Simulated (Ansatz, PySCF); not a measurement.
Gas-phase reaction R1 → 2 P1, each structure at its B3LYP-D3(BJ)/def2-TZVP stationary point, reached from a drawn start (curvature not checked).
R1, Cl2 (SMILES ClCl) (charge 0, multiplicity 1, Z-matrix in Å and degrees):
```
Cl
Cl 1 2.0135
```
P1: Cl atom, charge 0, multiplicity 2.

P less R. No zero-point or thermal terms; singlets are restricted closed shells; open shells are unrestricted; no spin–orbit coupling.

Frozen-core correlation throughout.

Codes used: Ansatz (a quantum-chemistry and plane-wave program); PySCF for M06-2X. No computed number here is a measurement.

Q: Give the reaction energy at the level M06-2X/def2-TZVPP.

A: 248 kJ/mol

Q: What is the computed reaction energy (wB97M-V/def2-TZVPP)?

A: 252 kJ/mol

Q: What reaction energy does SCS-MP2/cc-pV(D+d)Z give?

A: 184 kJ/mol
